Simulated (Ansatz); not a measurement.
`N[Si](F)(F)F` + H• → `[NH][Si](F)(F)F`• + H₂  (hydrogen abstraction from the N–H bond)

Isolated molecules relaxed with PBE0-D4/def2-TZVP in Ansatz; ΔE leaves out vibrations. CCSD(T)/CBS adds triple-zeta CCSD(T) − MP2 to the extrapolated MP2 energy (def2 sets, frozen cores). This one scheme is used for every species, atoms too. DFT in def2-TZVPP. No spin–orbit coupling; open shells (•) take unrestricted orbitals. Each species was taken in one conformer, which may not be the lowest.

`N[Si](F)(F)F`:

Cartesian coordinates in Å:
```
N 0.687 0.415 0.680
Si -0.414 -0.192 -0.422
F -0.648 -1.752 -0.374
F 0.078 0.121 -1.885
F -1.825 0.460 -0.171
H 1.679 0.361 0.532
H 0.443 0.587 1.640
```

`[NH][Si](F)(F)F`•:

Cartesian coordinates in Å:
```
N -0.001 -1.361 -0.096
Si -0.139 0.356 -0.096
F -1.285 0.785 -1.076
F 1.191 1.041 -0.583
F -0.500 0.902 1.335
H 0.733 -1.724 0.515
```

H₂:

```xyz
2

H     0.207   -0.148    0.273
H    -0.207    0.148   -0.273
```

CCSD(T)/CBS gives +58.7 kJ/mol.

Q: Another level gave +46.8 kJ/mol. Which?
A. SCS-MP2/def2-TZVPP
B. PBE/def2-TZVPP
C. BLYP-D4/def2-TZVPP
D. r2SCAN0-D4/def2-TZVPP

A: D. r2SCAN0-D4 46.8, BLYP-D4 38.0, SCS-MP2/def2-TZVPP 65.5, PBE 60.8 kJ/mol.

Largest T1 diagnostic among the species: 0.012.

At CCSD(T), def2-SVP lies +3.3 kJ/mol from the extrapolated value and def2-TZVPP −5.1 kJ/mol. From BLYP to BHLYP (50 % exact exchange), in def2-TZVPP and without D4, ΔE moves by +5.6 kJ/mol.
